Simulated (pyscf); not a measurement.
## H₂N–Al(OH)–F (SMILES [NH2][Al]([OH])[F]), singlet

Gas-phase minimum from PySCF at ωB97X-D3(BJ)/def2-SVP, one conformer. 

SMILES: [NH2][Al]([OH])[F]
```xyz
7

N     -0.1911     1.0221     0.4889
Al    -1.1032    -0.2060    -0.3749
O     -0.3540    -1.6503    -0.8504
F     -2.7120     0.0615    -0.7217
H      0.7875     0.9364     0.7394
H     -0.5627     1.9097     0.8068
H     -0.7648    -2.3717    -1.3291
```
Charge 0, spin multiplicity 1.

Bond lengths (Å): N1–Al2 1.757, N1–H5 1.014, N1–H6 1.013, Al2–O3 1.695, Al2–F4 1.667, O3–H7 0.958. Angles (°): Al2–N1–H5 124.3, Al2–N1–H6 125.2, H5–N1–H6 110.5, N1–Al2–O3 120.3, N1–Al2–F4 119.4, O3–Al2–F4 120.3, Al2–O3–H7 126.3.

Properties at ωB97X-D3(BJ)/def2-SVP:

- Harmonic wavenumbers, unscaled: 204, 238, 277, 300, 357, 400, 555, 665, 704, 939, 964, 1534, 3638, 3727, 4001 cm⁻¹
- Zero-point energy: 26.5 kcal/mol
- Rotational symmetry number: 1
- Entropy of this conformer at 298 K and 1 atm, rigid rotor and harmonic oscillator, modes under 100 cm⁻¹ raised to 100: 312.8 J/(mol K)
- Dipole moment: 0.94 D

Single-point totals, which compare only within one level (frozen core for MP2 and CC):

```tsv
level	total energy (hartree)
ωB97X-D3(BJ)/def2-TZVP	-474.40268
PBE/def2-TZVP	-473.96503
r²SCAN/def2-TZVP	-474.21381
B3LYP-D3(BJ)/def2-TZVP	-474.37980
PBE0-D3(BJ)/def2-TZVP	-473.99254
M06-2X/def2-TZVP	-474.24648
ωB97M-D3(BJ)/def2-TZVP	-474.43653
HF/def2-TZVPP	-472.71727
MP2/def2-TZVPP	-473.50217
CCSD/def2-TZVPP	-473.51256
CCSD(T)/def2-TZVPP	-473.53830
```

The CCSD(T) − MP2 part came from Ansatz, without density fitting, on the same reference.
